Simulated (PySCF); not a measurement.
# Magnetic susceptibility: SMILES CCCCn1cpcn1, C6H11N2P

Geometry (Å), atoms numbered from 1 in this order:
```xyz
20

C    -2.668    0.834    0.443
C    -1.370    0.045    0.557
C    -0.876   -0.415   -0.812
C     0.422   -1.222   -0.718
N     1.512   -0.421   -0.220
C     2.179    0.497   -0.941
P     3.380    1.311   -0.014
C     2.843    0.295    1.317
N     1.874   -0.537    1.041
H    -3.446    0.227   -0.015
H    -3.012    1.148    1.425
H    -2.522    1.722   -0.169
H    -0.607    0.666    1.031
H    -1.525   -0.828    1.195
H    -0.716    0.456   -1.451
H    -1.636   -1.042   -1.283
H     0.297   -2.053   -0.022
H     0.693   -1.612   -1.704
H     1.929    0.634   -1.978
H     3.244    0.305    2.315
```

Level of theory: GIAO B3LYP/pcSseg-1 magnetisability, rotational g tensor and spin-rotation constants, non-relativistic, gas phase in PySCF. Geometry: GFN2-xTB.

(1) How diamagnetic is it, and how anisotropic?

(2) Split it along the inertial axes a, b, c into diamagnetic and paramagnetic parts about the centre of mass, with the quadrupole moment.

(3) And the rotational g tensor?

Answers

(1) Isotropic -1604 × 10⁻³⁰ J/T², or -96.6 × 10⁻⁶ cm³/mol; principal values -2182, -1354, -1277 × 10⁻³⁰ J/T², anisotropy 869 × 10⁻³⁰ J/T² (root of half the summed squared differences of the principal values). The susceptibility is in cgs units.

(2) 
| axis | χ (10⁻⁶ cm³/mol) | diamagnetic (10⁻⁶ cm³/mol) | paramagnetic (10⁻⁶ cm³/mol) | summed x² of all electrons (Å²) | quadrupole Θ (D Å) |
| --- | --- | --- | --- | --- | --- |
| a | -97.3 | -564.0 | 466.6 | 351.1 | -3.20 |
| b | -108.3 | -1739.7 | 1631.4 | 73.9 | +4.28 |
| c | -84.2 | -1803.2 | 1719.0 | 59.0 | -1.08 |

Anisotropies 2χaa − χbb − χcc = -2.2 and 2χbb − χaa − χcc = -35.2 × 10⁻⁶ cm³/mol. Θ is traceless in Buckingham's convention.

(3) 
```
axis  rotational constant (GHz)        g  nuclear part  electronic part
   a                     2.8456  -0.0180        0.6058          -0.6238
   b                     0.7388  -0.0024        0.5639          -0.5663
   c                     0.7144  -0.0094        0.5676          -0.5770
```
Asymmetric top; isotopes 12C, 1H, 14N, 31P; no vibrational averaging.
